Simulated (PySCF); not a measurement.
# How methods differ on the excitation energy of Si

Si [Ne] 3s2 3p2 (3P) → Si [Ne] 3s1 3p2 3d1 (high-spin determinant), as a difference of total energies. All numbers are calculated (PySCF 2.14, scalar relativity by spin-free X2C-1e, in dyall-acv3z (19s12p6d4f, 113 functions)). Correlated levels: valence: [Ne] frozen; virtual orbitals above 40 to 60 times the deepest correlated orbital energy dropped. The calculations carry no spin-orbit coupling.

```csv
method,excitation energy (eV)
UHF,10.197
MP2 (valence),11.257
SCS-MP2 (valence),11.680
CCSD (valence),11.306
CCSD(T) (valence),11.285
```

Question: How much does correlation contribute at CCSD(T) (valence)?

Answer: 11.285 − (10.197) = 1.088 eV, measured against UHF.

The upper state lies above the first ionisation limit, but in LS coupling its spin forbids autoionisation to the ground ion.

The promoted electron is Rydberg-like, and one or two diffuse shells describe it only roughly, which tends to raise the upper state.

The coupled-cluster amplitudes are large for the upper state (T1 above 0.03 or a double amplitude above 0.15), so a single reference is strained.

The determinant of the upper state mixes LS terms, which raises its energy above the lowest term, most at the Hartree-Fock and MP2 levels.
